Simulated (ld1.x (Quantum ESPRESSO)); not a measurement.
**Transferability test, TM potential for beryllium**

Be, norm-conserving Troullier–Martins (Kleinman–Bylander form), made with ld1.x (Quantum ESPRESSO) 7.5 (PBE, scalar-relativistic). Core [He], reference 2s2 2p0. Waves: 2s (bound): rc 2.10 bohr; 3d channel at 0.35 Ry: rc 4.30 bohr; 2p (bound, empty): rc 2.96 bohr. Local part: the p channel. Core correction: none.

Energies are relative to the spin-unpolarised reference configuration 2s2 2p0; without spin polarisation the order of configurations can differ from experiment.

Q: Give the all-electron excitation energy and the error of the potential for: 2s1 2p0; 2s1.5 2p0; 2s1 2p1; 2s0 2p2; 2s0 2p1.

A:

```csv
valence configuration,charge,ΔE all-electron (eV),error AE − PS (meV)
2s1 2p0,+1,9.551,+6.6
2s1.5 2p0,+0.5,3.761,+0.4
2s1 2p1,0,3.612,-3.8
2s0 2p2,0,7.251,-15
2s0 2p1,+1,13.460,-60
```

Levels in the configuration 2s1 2p1:

| level | all-electron (eV) | pseudo (eV) |
| --- | --- | --- |
| 2s | -6.165 | -6.182 |
| 2p | -2.535 | -2.546 |
